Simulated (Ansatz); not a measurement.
A structure relaxed at PBE-D4/def2-SVP in Ansatz, charge 0, singlet:

```xyz
11

Mo    1.3111    0.3733   -0.1462
Mo   -0.9378    1.8236   -0.0138
Mo   -1.0767   -0.8463    0.0676
Se   -2.7138    0.6408    1.1591
Se    2.6376   -0.5556    1.6876
Se   -1.2050    1.9716   -2.2428
Se    1.2174   -2.2628    0.7294
Se    1.2018    2.6416    0.8140
Se   -0.8318   -2.3043    2.0153
Se    2.2031    0.2897   -2.2149
Se   -1.8059   -1.7717   -1.8555
```

Give its formula and point group.

Mo₃Se₈. Point group Cs (tolerance 0.1 Å).

Summarise the bond lengths by kind (pairs closer than 1.2 times the sum of covalent radii, bridged metal pairs left out).

11 × Mo–Se 2.25 to 2.78 Å; 2 × Se–Se 2.42 Å.

In the def2 sets Mo takes a core potential; there is no spin–orbit coupling. The restricted singlet is unstable towards broken spin symmetry in Hartree–Fock (as tested in another run); at PBE-D4/def2-SVP this wasn't settled. Another isomer (singlet) lies 0.16 eV lower at PBE0-D4/def2-TZVP; other spin states weren't run for this one.
